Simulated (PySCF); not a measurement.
Si(H)(Cl)(OH)(OEt) (C₂H₇ClO₂Si), SMILES CCO[SiH](O)Cl.

Geometry optimised at PBE0-D3(BJ)/def2-SVP. The values are those of a single conformer.

Computed with PySCF with TDDFT-PBE/def2-SVPD.

Vertical excitations. Isolated molecule, no solvent.

```csv
state,energy (eV),λ (nm),f,main pairs
S1,6.56,189,0.012,HOMO→LUMO 99 %
S2,7.01,177,0.003,HOMO→LUMO+1 98 %
S3,7.09,175,0.010,HOMO−1→LUMO 96 %
S4,7.18,173,0.018,HOMO→LUMO+2 95 %
S5,7.37,168,0.044,HOMO−2→LUMO 94 %
S6,7.52,165,0.003,HOMO−3→LUMO 88 %
S7,7.58,164,0.021,"HOMO→LUMO+3 69 %, HOMO−1→LUMO+1 24 %"
S8,7.62,163,0.033,"HOMO−1→LUMO+1 57 %, HOMO→LUMO+3 22 %"
S9,7.73,160,0.013,"HOMO−1→LUMO+2 68 %, HOMO→LUMO+4 28 %"
S10,7.76,160,0.011,"HOMO−2→LUMO+1 71 %, HOMO→LUMO+4 15 %"
T1,6.45,192,0,HOMO→LUMO 100 %
T2,6.87,181,0,HOMO→LUMO+1 96 %
T3,6.97,178,0,HOMO−1→LUMO 94 %
T4,7.01,177,0,HOMO→LUMO+2 96 %
```
Triplets are in the Tamm–Dancoff approximation, which puts them higher than full response would, so one can lie above its singlet here.
